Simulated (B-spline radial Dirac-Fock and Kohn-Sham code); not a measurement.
# Satellites and hypersatellites of the K lines of In³⁺

System: the In³⁺ ion, configuration 1s2 2s2 2p6 3s2 3p6 3d10 4s2 4p6 4d10.

The computed values come from a radial B-spline solver: Dirac-Fock (average of configuration) total-energy differences with a finite nucleus, the Breit interaction including its frequency dependence, and self-energy and vacuum-polarisation corrections. Each two-hole energy is an average over J within one jj subconfiguration, not an observable level; in light atoms, where LS coupling holds, the j-resolved values are not observed lines, and for a K spectator the Kα1 hypersatellite is nearly forbidden. Correlation and solid-state effects are left out.

Lines without a spectator: Kα2 (K-L2) 24000.3 eV, Kα1 (K-L3) 24208.3 eV, Kβ3 (K-M2) 27233.9 eV, Kβ1 (K-M3) 27272.4 eV. Shifts in eV with one spectator hole (a dash: not computed, or left out as unreliable):

```
spectator hole    Kα2    Kα1     Kβ3     Kβ1
    L2 (2p1/2)  +61.8  +77.9       –  +164.9
    L3 (2p3/2)  +60.7  +60.8  +146.4       –
    M2 (3p1/2)      –  +8.95  +19.93  +24.23
    M3 (3p3/2)  +6.66      –  +20.61  +20.04
    M4 (3d3/2)  +1.22  -1.36       –       –
    M5 (3d5/2)  -1.82  +0.06       –       –
```

Task: Where does the K-L3 hypersatellite lie, emitted when both K electrons are missing?

Result: +579.7 eV from the normal line, at 24788.0 eV. Removing both K electrons costs 56741.6 eV, which is 782.8 eV more than twice the K binding energy.

With n spectator holes in 2p, averaged over the 2p shell (energies in eV):

| n | KαLⁿ | step | hypersatellite KαʰLⁿ |
| --- | --- | --- | --- |
| 0 | 24138.9 | – | 24712.9 |
| 1 | 24204.4 | +65.4 | 24779.8 |
| 2 | 24271.1 | +66.7 | 24847.9 |
| 3 | 24339.0 | +68.0 | 24917.3 |
| 4 | 24408.3 | +69.2 | 24988.0 |
| 5 | 24478.8 | +70.5 | 25059.9 |
